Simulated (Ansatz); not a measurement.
Born–Oppenheimer molecular dynamics of Cl₂FH₂NTi (7 atoms, charge 0, multiplicity 1). It starts from a relaxed structure.

Method: RKS LDA/def2-SVP in Ansatz.

```json
{
  "ensemble": "NVE (Milne-controlled integrator)",
  "time step": "0.5 fs",
  "steps asked": "250",
  "starting velocities drawn for": "500 K",
  "seed": "734982"
}
```

First frame:

```xyz
7
Properties=species:S:1:pos:R:3
Ti 0.032 0.010 -0.024
F 0.124 0.306 1.665
N 1.757 -0.008 -0.622
H 2.040 -0.263 -1.578
H 2.566 0.257 -0.044
Cl -1.051 1.596 -1.041
Cl -0.874 -1.900 -0.515
```

Task: How far do the bonds stretch over the last three quarters of this one trajectory? (Pairs bonded in most of those frames.)

Result: 
| bond | mean (Å) | spread (Å) | shortest | longest |
| --- | --- | --- | --- | --- |
| Ti1–F2 | 1.722 | 0.020 | 1.69 | 1.75 |
| Ti1–N3 | 1.833 | 0.034 | 1.78 | 1.88 |
| Ti1–Cl6 | 2.175 | 0.019 | 2.14 | 2.22 |
| Ti1–Cl7 | 2.170 | 0.063 | 2.07 | 2.25 |
| N3–H4 | 1.032 | 0.020 | 1.00 | 1.06 |
| N3–H5 | 1.032 | 0.014 | 1.01 | 1.06 |

Mean temperature of the second half: 292 K. The conserved energy stayed within 0.0046 meV per atom of its start (net change 0.00043 meV per atom), so the integration is sound. A run of 0.12 ps of so small a system gives no equilibrium averages.

Run time: 3.5 min on 4 threads of Arm Neoverse V1, with other jobs on the host, peak memory 0.18 GiB.
